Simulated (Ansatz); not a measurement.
CH₄AlClOSi (`[AlH2][C@@H]1O[Si@H]1Cl`), relaxed with RKS PBE0-D4/def2-TZVP in the Gaussian-basis code of Ansatz from a PBE-D4/def2-SVP geometry. The force threshold is 0.005 eV/Å; the program also tests the step.

Total charge 0; spin multiplicity 1.

Start:

```xyz
9

Al    0.523    1.725   -0.483
C    -0.353    0.294    0.524
O     0.524   -0.664    1.335
Si   -0.166   -1.477    0.034
Cl   -1.655   -2.842    0.437
H    -0.386    2.884   -1.111
H     2.097    1.624   -0.750
H    -1.328    0.468    1.031
H     0.743   -2.011   -1.017
```

| step | energy (eV) | largest force (eV/Å) | largest move (Å) |
| --- | --- | --- | --- |
| 1 | -30134.9667 | 1.096 | 0.000 |
| 2 | -30135.0199 | 0.894 | 0.036 |
| 3 | -30135.0356 | 0.104 | 0.023 |
| 4 | -30135.0361 | 0.053 | 0.006 |
| 5 (rejected) | -30135.0360 | 0.039 | 0.018 |
| 6 | -30135.0364 | 0.017 | 0.009 |
| 7 | -30135.0364 | 0.014 | 0.007 |
| 8 | -30135.0364 | 0.006 | 0.010 |
| 9 (rejected) | -30135.0364 | 0.008 | 0.006 |
| 10 | -30135.0364 | 0.019 | 0.003 |
| 11 | -30135.0365 | 0.002 | 0.001 |

End:

```xyz
9

Al    0.523    1.714   -0.483
C    -0.361    0.281    0.484
O     0.505   -0.668    1.309
Si   -0.168   -1.466    0.052
Cl   -1.618   -2.828    0.448
H    -0.375    2.883   -1.070
H     2.081    1.619   -0.749
H    -1.307    0.470    0.999
H     0.721   -2.004   -0.990
```

It took 46 s on 4 threads of an Arm Neoverse V1 on a shared host, with 0.56 GiB of host memory at the peak.
